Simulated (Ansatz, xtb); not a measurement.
# Relative energy of two conformers of BFH5NSi

Structure a is `FBN[SiH3]`, a singlet and structure b is `FBN[SiH3]`, a singlet. Both are isolated molecules in the gas phase, relaxed with B3LYP-D3(BJ)/6-311G**.

a (Å):

```xyz
9

B    -0.6694    2.8261   -0.9181
F    -1.4933    3.8267   -0.5627
N     0.3136    2.3894   -0.0159
Si    1.4878    1.1105   -0.2659
H    -0.7970    2.3352   -1.9944
H     0.3309    2.8797    0.8723
H     1.2553    0.5617   -1.6193
H     2.8709    1.6398   -0.1612
H     1.3253    0.0423    0.7523
```

b (Å):

```yaml
atoms:
  - { symbol: B, position_ang: [-1.2795, 1.1050, 0.9787] }
  - { symbol: F, position_ang: [-2.2035, 0.1792, 0.6560] }
  - { symbol: N, position_ang: [0.0198, 0.9410, 0.4798] }
  - { symbol: Si, position_ang: [0.5661, -0.3843, -0.5463] }
  - { symbol: H, position_ang: [-0.1812, -0.4138, -1.8252] }
  - { symbol: H, position_ang: [2.0032, -0.1337, -0.8150] }
  - { symbol: H, position_ang: [0.6965, 1.6468, 0.7340] }
  - { symbol: H, position_ang: [-1.6022, 2.0186, 1.6699] }
  - { symbol: H, position_ang: [0.4079, -1.6895, 0.1366] }
```

Q: Estimate E(b) − E(a) at the level CCSD(T)/def2-TZVP.

A: Too close to call at this level: CCSD(T)/def2-TZVP gives E(b) − E(a) = +0.014 eV.

How the difference moves with the method:

```csv
level,geometry,E(b) − E(a) (eV),departure from the last row (eV),"job, with rough time for the two"
B3LYP-D3(BJ)/6-311G**,B3LYP-D3(BJ)/6-311G**,+0.005,−0.009,"optimisation, 50 s"
HF/def2-TZVP,B3LYP-D3(BJ)/6-311G**,+0.014,0.000,part of the CCSD(T) run
MP2/def2-TZVP,B3LYP-D3(BJ)/6-311G**,+0.015,0.000,part of the CCSD(T) run
CCSD(T)/def2-TZVP,B3LYP-D3(BJ)/6-311G**,+0.014,,"single point, 61 s"
```

The largest departure from CCSD(T)/def2-TZVP is that of B3LYP-D3(BJ)/6-311G**, 0.009 eV. Levels run at GFN2-xTB geometries aren't shown.

With harmonic frequencies from B3LYP-D3(BJ)/6-311G** (ideal gas, rigid rotor, one conformer each, 400 K, 1 atm): on the last row, ΔE + ΔZPE = +0.016, ΔH = +0.014, ΔG = +0.018 eV.

The correlated steps freeze 8 core orbitals. Programs: Ansatz 0.2.0; the last row on 2 threads of Arm Neoverse V1 on a shared host.
